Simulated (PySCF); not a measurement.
CH5GaN, SMILES [NH2][Ga+][CH3], charge +1. Atoms are numbered in the order given.

```xyz
8

Ga     0.0044    -0.0213     0.0159
C     -0.2267     1.5034    -1.0972
H     -1.0362     2.1250    -0.6845
H     -0.5006     1.1674    -2.1091
H      0.7113     2.0772    -1.1294
N      0.2127    -1.4246     1.0391
H      0.5673    -2.3197     0.7079
H     -0.0079    -1.4389     2.0330
```
Charge +1, spin multiplicity 1.

Geometry: ωB97X-D3(BJ)/def2-SVP. The spin state was assumed, not searched. The isomer is the one that the SMILES or the coordinates give; other isomers of the formula were not compared. Other conformers were not sampled.

Level of theory: M06-2X/def2-TZVPD (PySCF).

Mulliken values depend strongly on the basis, most of all with diffuse functions as here. Atomic charges (e):

| atom | Mulliken | meta-Löwdin |
|---|---|---|
| Ga1 | 0.88 | (withheld) |
| C2 | -1.01 | -0.53 |
| H3 | 0.35 | (withheld) |
| H4 | 0.35 | (withheld) |
| H5 | 0.35 | (withheld) |
| N6 | -0.61 | (withheld) |
| H7 | 0.34 | 0.29 |
| H8 | 0.34 | 0.29 |

Task: Complete the blanks. (An estimate is asked for; the answer gives what the named calculation found.)

Result: 
- Ga1, meta-Löwdin: 1.03
- H3, meta-Löwdin: 0.19
- H4, meta-Löwdin: 0.19
- H5, meta-Löwdin: 0.18
- N6, meta-Löwdin: -0.63
